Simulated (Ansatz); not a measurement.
Total energies of `F[C](F)(F)[Ge]([F])([F])[F]`.

| atom | x (Å) | y (Å) | z (Å) |
| --- | --- | --- | --- |
| F1 | -1.500 | 0.303 | -1.237 |
| C2 | -0.190 | 0.290 | -0.997 |
| F3 | 0.291 | 1.510 | -1.228 |
| F4 | 0.385 | -0.557 | -1.848 |
| Ge5 | 0.171 | -0.260 | 0.893 |
| F6 | -0.440 | -1.818 | 1.205 |
| F7 | 1.842 | -0.282 | 1.217 |
| F8 | -0.559 | 0.814 | 1.995 |

The species carries charge 0 and has multiplicity 1. Correlated methods include outer-core shells of Ge, which these sets cover unevenly. Scalar relativity is left out up to krypton. The geometry is a stationary point of PBE0-D4/def2-TZVP. Basis def2-TZVPP, the Gaussian-basis code of Ansatz.

RPA on PBE orbitals: Hartree–Fock energy of these orbitals -2710.14287 Eh, correlation -2.78889 Eh (frozen core).

```
             functional  energy without D4 (Eh)  D4 term (kJ/mol)
                    PBE             -2713.65754             -18.1
                 revPBE             -2714.19020             -54.4
                 r2SCAN             -2714.30860              -4.4
                   PBE0             -2713.70134             -15.2
                r2SCAN0             -2714.19830              -5.2
HSE06 (plane-wave form)             -2713.67724             -14.2
                LC-ωPBE             -2713.95322                 –
                ωB97M-V             -2714.31855                 –
                 B2PLYP             -2713.86826                 –
               PBE-QIDH             -2713.30246                 –
```

(1) Give the same for LDA (SPW92), BLYP, B97M-V, B3LYP, r2SCANh, BHLYP, CAM-B3LYP, ωB97X-V. (Best estimate.)

B3LYP takes the VWN-RPA correlation (the form of Gaussian; ORCA's B3LYP/G). HSE06 is the plane-wave form, built on full-range PBE exchange. The double hybrids freeze the cores in their second-order part.

## Answers

(1) Ansatz gave: 
```json
{"functional": "LDA (SPW92)", "energy without D4 (Eh)": "-2707.30686", "D4 term (kJ/mol)": "–"}
{"functional": "BLYP", "energy without D4 (Eh)": "-2714.57998", "D4 term (kJ/mol)": "-39.7"}
{"functional": "B97M-V", "energy without D4 (Eh)": "-2713.96988", "D4 term (kJ/mol)": "–"}
{"functional": "B3LYP", "energy without D4 (Eh)": "-2714.61063", "D4 term (kJ/mol)": "-29.1"}
{"functional": "r2SCANh", "energy without D4 (Eh)": "-2714.26328", "D4 term (kJ/mol)": "-4.7"}
{"functional": "BHLYP", "energy without D4 (Eh)": "-2714.31206", "D4 term (kJ/mol)": "-22.2"}
{"functional": "CAM-B3LYP", "energy without D4 (Eh)": "-2714.55037", "D4 term (kJ/mol)": "-15.4"}
{"functional": "ωB97X-V", "energy without D4 (Eh)": "-2714.17398", "D4 term (kJ/mol)": "–"}
```

LC-ωPBE has ω = 0.4 bohr⁻¹.
